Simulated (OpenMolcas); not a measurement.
Au2+ (d9) among equal point charges was computed by CASSCF with the d shell active (OpenMolcas, ANO-RCC-VDZP on the metal). Its lowest spin-free states, and all those of the highest spin:

```json
{"2S+1": "2", "Degeneracy": "1", "E (cm-1)": "0.0"}
{"2S+1": "2", "Degeneracy": "1", "E (cm-1)": "2174"}
{"2S+1": "2", "Degeneracy": "2", "E (cm-1)": "9937"}
{"2S+1": "2", "Degeneracy": "1", "E (cm-1)": "10929"}
```

Problem. Is the site octahedral, tetrahedral or cube-like, axial, or of lower symmetry?

Solution. The states with 2S+1 = 2 have orbital degeneracies 1, 1, 2, 1. There are pairs but no triples, so the site is axial: not cubic, but with a proper or improper axis of order three or more. The run had Au2+ among 6 point charges of -1.7 e arranged as a tetragonal octahedron (D4h), 2.06 Å from the ion, with the axial distance 1.978 Å.

Point charges carry no covalency, so the field is a model and not that of real ligands. No measured value stands beside these numbers.
